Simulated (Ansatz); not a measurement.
Cost and result for the atomization energy of C2H7BrN2Si (`C=C[Si](N)(N)Br`) (13 atoms, 12 bonds).

| atom | x (Å) | y (Å) | z (Å) |
| --- | --- | --- | --- |
| C1 | 1.598 | -1.099 | 0.903 |
| C2 | 0.525 | -0.369 | 1.198 |
| Si3 | -0.483 | 0.529 | -0.072 |
| N4 | -1.975 | -0.143 | -0.546 |
| N5 | 0.471 | 0.691 | -1.471 |
| Br6 | -1.090 | 2.459 | 0.918 |
| H7 | 2.165 | -1.628 | 1.664 |
| H8 | 1.953 | -1.202 | -0.119 |
| H9 | 0.211 | -0.305 | 2.238 |
| H10 | -2.821 | 0.110 | -0.064 |
| H11 | -2.017 | -1.071 | -0.936 |
| H12 | 1.429 | 0.994 | -1.402 |
| H13 | 0.035 | 1.033 | -2.312 |

Charge 0, multiplicity 1. Correlated methods include outer-core shells of Br, which these sets cover unevenly. Scalar relativity is left out up to krypton. Geometry: relaxed with PBE0-D4/def2-TZVP. It is one conformer, not always the lowest. Program: Ansatz. All runs use 2 threads of an AMD EPYC 7R13 on a shared host and a share of an NVIDIA H100 80 GB. Times are those of one run each, without the atoms' runs, and a repeat can differ threefold. Electronic energies, without spin–orbit coupling; frozen cores. CCSD(T)/CBS adds CCSD(T) − MP2 in def2-TZVPP to the MP2 limit, and its time is that of the two runs behind it. T1 = 0.009. With those shells the extrapolation isn't a true limit. B3LYP takes the VWN-RPA correlation (the form of Gaussian; ORCA's B3LYP/G).

CCSD(T)/CBS is a level of theory with its own doubt, some kJ/mol a heavy atom from the limit and from the frozen cores, so smaller differences don't rank the functionals.

| level | functions | wall time | atomization (kcal/mol) | difference from CCSD(T)/CBS | per bond |
| --- | --- | --- | --- | --- | --- |
| PBE0-D4/def2-TZVPP | 312 | 1.8 s | 1178.3 | 0.1 | 0.0 |
| PBE-D4/def2-TZVPP (with forces) | 312 | 1.9 s | 1199.9 | 21.7 | 1.8 |
| r2SCAN-D4/def2-TZVPP (with forces) | 312 | 2.5 s | 1174.6 | -3.6 | -0.3 |
| B3LYP-D4/def2-TZVPP (with forces) | 312 | 2.5 s | 1178.1 | -0.1 | 0.0 |
| B2PLYP/def2-TZVPP | 312 | 2.5 s | 1162.7 | -15.5 | -1.3 |
| ωB97X-V/def2-TZVPP | 312 | 2.7 s | 1179.4 | 1.2 | 0.1 |
| ωB97M-V/def2-TZVPP (with forces) | 312 | 3.5 s | 1180.6 | 2.4 | 0.2 |
| MP2/def2-QZVPP | 597 | 4.9 s | 1182.8 | 4.6 | 0.4 |
| CCSD(T)/def2-TZVPP | 312 | 5.5 s | 1140.4 | -37.8 | -3.1 |
| CCSD(T)/CBS(def2) | – | 10 s | 1178.2 | 0.0 | 0.0 |

In def2-TZVPP, CCSD(T) changes the Hartree–Fock value by +305.8 kcal/mol (the triples alone add +19.1 kcal/mol) and MP2 by +325.9 kcal/mol; breaking electron pairs costs correlation energy, which Hartree–Fock lacks. From PBE to PBE0 (25 % exact exchange), in def2-TZVPP and without D4, the atomization energy moves by −20.4 kcal/mol: exact exchange takes away binding that semilocal exchange gives to molecules. The D4 term adds +13.6 kcal/mol with B3LYP and +7.2 kcal/mol with PBE0; it sums over pairs of atoms, weighted by their polarisabilities, and B3LYP, whose exchange is more repulsive, gets the larger term.
